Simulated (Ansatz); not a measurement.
Computed with Ansatz on PBE0-D4/def2-TZVP structures; ΔE is electronic, products minus reactants. CCSD(T)/CBS is the MP2 limit (def2-TZVPP, def2-QZVPP) plus CCSD(T) − MP2 in def2-TZVPP, frozen cores. This one scheme is used for every species. Functionals use def2-TZVPP. def2 core potentials past Kr. For In outer-core shells are correlated without core-valence functions, which leaves a few kJ/mol of doubt a bond. One conformer a species, not always the lowest.

Consider the formal exchange of groups at the In–S bond: `[F][InH][SH]` + `OC=S` → `O[C](=S)[InH][F]` + H₂S.

| level | ΔE (kJ/mol) |
| --- | --- |
| BHLYP | 95.9 |
| LC-ωPBE | 90.1 |
| HF/def2-QZVPP | 116.9 |
| SCS-MP2/def2-QZVPP | 87.6 |

What does CCSD(T)/CBS give? (Best estimate.)

The calculation gave: +83.4 kJ/mol. The listed levels differ from it by 12.5, 6.7, 33.5, 4.2 kJ/mol.

What do rigid-rotor, harmonic-oscillator terms from PBE0-D4/def2-TZVP frequencies (298.15 K, 1 bar) make of the CCSD(T)/CBS value? (Estimate.)

The calculation gave: ΔZPE = -9.5 kJ/mol, ΔH = +76.1 kJ/mol, ΔS = -20 J/(mol·K), ΔG = +81.9 kJ/mol.

Largest T1 diagnostic among the species: 0.019.

From BLYP to BHLYP (50 % exact exchange), in def2-TZVPP and without D4, ΔE moves by +19.0 kJ/mol. In def2-TZVPP, CCSD(T) changes the Hartree–Fock value by −35.5 kJ/mol (the triples alone add −6.0 kJ/mol) and MP2 by −34.5 kJ/mol.
